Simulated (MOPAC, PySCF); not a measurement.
C3H5N, SMILES `C(C)C#N`, neutral singlet in the gas phase. 

Cartesian coordinates (Å):
```xyz
9

C     -0.9460    -0.3953     0.0047
C      0.2352     0.5818     0.0569
C      1.5220    -0.0900    -0.0947
N      2.5257    -0.6378    -0.2159
H     -0.9706    -0.9238    -0.9477
H     -1.8815     0.1515     0.1217
H     -0.8742    -1.1337     0.8024
H      0.2446     1.1226     1.0060
H      0.1488     1.3313    -0.7332
```
Charge 0, multiplicity 1.

All levels are single points at this geometry (B3LYP-D3(BJ)/def2-TZVP); Pople sets use spherical d functions. Orbital energies aren't observables, and empty levels follow the basis.

```
level                            HOMO (eV)  LUMO (eV)  gap (eV)  dipole (D)  vertical IE, Delta-SCF (eV)
-------------------------------  ---------  ---------  --------  ----------  ---------------------------
B3LYP-D3(BJ)/def2-TZVP in PySCF      -9.09       0.17      9.26        4.11                        11.81
PBE-D3(BJ)/def2-TZVP in PySCF        -7.96      -0.43      7.53        4.04                        11.50
B3LYP/3-21G in PySCF                 -8.86       1.28     10.14        3.66                            –
B3LYP/6-311+G** in PySCF             -9.14      -0.35      8.78        4.15                            –
B3LYP/6-31G* in PySCF                -8.79       1.00      9.79        3.88                        11.68
PM7 in MOPAC                        -12.42       1.22     13.63        3.84                            –
```
